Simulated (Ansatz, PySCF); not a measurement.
Gas-phase reaction R1 → P1 + P2, each structure at its B3LYP-D3(BJ)/def2-TZVP stationary point, reached from a drawn start (curvature not checked).
R1: H2O2Zn (SMILES [OH][Zn][OH]), charge 0, multiplicity 1.
P1, HOZn (SMILES [OH][Zn]) (charge 0, multiplicity 2):
```xyz
3

Zn     0.27223    -0.15364    -1.35115
O      0.24381    -0.15806     0.49305
H     -0.51603     0.31170     0.85810
```
P2, OH (SMILES [OH]) (charge 0, multiplicity 2):
| atom | x (Å) | y (Å) | z (Å) |
|---|---|---|---|
| O | 0.0000 | 0.0000 | 0.4884 |
| H | 0.0000 | 0.0000 | -0.4884 |

P less R. No zero-point or thermal terms; singlets are restricted closed shells; open shells are unrestricted; no spin–orbit coupling. The spin states of the d-block species are the ones drawn and need not be the lowest.

Cores are frozen in the correlated methods.

The values were computed with Ansatz (a first-principles code); PySCF for the D3/D4 terms. All values are computed, each at the level named.

```json
[
 {"level": "BLYP-D4/def2-TZVPP", "reaction energy (eV)": "4.145"},
 {"level": "r2SCAN-D3(BJ)/def2-TZVPP", "reaction energy (eV)": "4.207"},
 {"level": "B3LYP-D3(BJ)/def2-TZVPP", "reaction energy (eV)": "4.117"},
 {"level": "BHLYP-D3(BJ)/def2-TZVPP", "reaction energy (eV)": "3.893"},
 {"level": "MP2/def2-TZVPP", "reaction energy (eV)": "4.608"},
 {"level": "SCS-MP2/def2-SVP", "reaction energy (eV)": "4.142"},
 {"level": "SCS-MP2/def2-QZVPP", "reaction energy (eV)": "4.591"},
 {"level": "CCSD/def2-SVP", "reaction energy (eV)": "3.922"},
 {"level": "CCSD/def2-TZVPP", "reaction energy (eV)": "…"}
]
```

Task: Complete the blanks.

Result: 
- CCSD/def2-TZVPP, reaction energy (eV): 4.121
